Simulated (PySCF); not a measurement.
B(PH2)3 (BH₆P₃), SMILES PB(P)P.

Coordinates come from a PBE-D3(BJ)/def2-SVP optimisation. One conformer was computed; it need not be the lowest.

These are PBE0/def2-TZVP (PySCF) values and carry that method's errors.

Symmetry labels are those of the subgroup Cs that the program uses (full group Cs).

Computed valence orbital energies around the gap with their symmetry:
| orbital | symmetry | energy (eV) |
|---|---|---|
| HOMO−7 | A" | -11.53 |
| HOMO−6 | A' | -11.49 |
| HOMO−5 | A" | -10.55 |
| HOMO−4 | A' | -10.04 |
| HOMO−3 | A" | -9.36 |
| HOMO−2 | A' | -7.94 |
| HOMO−1 | A' | -7.50 |
| HOMO | A" | -7.26 |
| LUMO | A' | -1.92 |
| LUMO+1 | A' | -0.01 |
| LUMO+2 | A' | 0.17 |
| LUMO+3 | A" | 0.44 |
